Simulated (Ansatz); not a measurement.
Frontier orbitals of CH₅FSSi₂ (`F[Si]1([SiH3])CS1`).

```json
{"atom": "F1", "x (Å)": "-2.191", "y (Å)": "-0.445", "z (Å)": "-0.282"}
{"atom": "Si2", "x (Å)": "-0.726", "y (Å)": "0.158", "z (Å)": "-0.076"}
{"atom": "Si3", "x (Å)": "0.877", "y (Å)": "-1.151", "z (Å)": "-1.133"}
{"atom": "C4", "x (Å)": "-0.423", "y (Å)": "1.097", "z (Å)": "1.468"}
{"atom": "S5", "x (Å)": "-0.491", "y (Å)": "2.219", "z (Å)": "-0.033"}
{"atom": "H6", "x (Å)": "0.714", "y (Å)": "-2.580", "z (Å)": "-0.761"}
{"atom": "H7", "x (Å)": "2.204", "y (Å)": "-0.658", "z (Å)": "-0.685"}
{"atom": "H8", "x (Å)": "0.745", "y (Å)": "-1.001", "z (Å)": "-2.604"}
{"atom": "H9", "x (Å)": "-1.254", "y (Å)": "1.263", "z (Å)": "2.149"}
{"atom": "H10", "x (Å)": "0.545", "y (Å)": "1.098", "z (Å)": "1.959"}
```

Total charge 0; spin multiplicity 1. The structure was optimised at the PBE0-D4/def2-TZVP level. Basis def2-TZVPP, Ansatz 0.2.0.

```json
{"functional": "PBE", "HOMO (eV)": "-6.04", "LUMO (eV)": "-1.45", "gap (eV)": "4.59"}
{"functional": "revPBE", "HOMO (eV)": "-5.99", "LUMO (eV)": "-1.37", "gap (eV)": "4.62"}
{"functional": "r2SCAN", "HOMO (eV)": "-6.28", "LUMO (eV)": "-1.24", "gap (eV)": "5.04"}
{"functional": "B97M-V", "HOMO (eV)": "-6.38", "LUMO (eV)": "-1.37", "gap (eV)": "5.01"}
{"functional": "PBE0", "HOMO (eV)": "-7.22", "LUMO (eV)": "-0.64", "gap (eV)": "6.58"}
{"functional": "CAM-B3LYP", "HOMO (eV)": "-8.50", "LUMO (eV)": "0.44", "gap (eV)": "8.94"}
{"functional": "ωB97X-V", "HOMO (eV)": "-9.54", "LUMO (eV)": "1.41", "gap (eV)": "10.95"}
{"functional": "ωB97M-V", "HOMO (eV)": "-9.36", "LUMO (eV)": "1.16", "gap (eV)": "10.52"}
```

Against PBE, PBE0 changes HOMO and LUMO by −1.19 and +0.81 eV, ωB97M-V by −3.33 and +2.61 eV. A gap of 4.59 eV thus becomes 10.53 eV for the same molecule, so an orbital gap means little without its functional. A positive LUMO is unbound and depends on the basis.
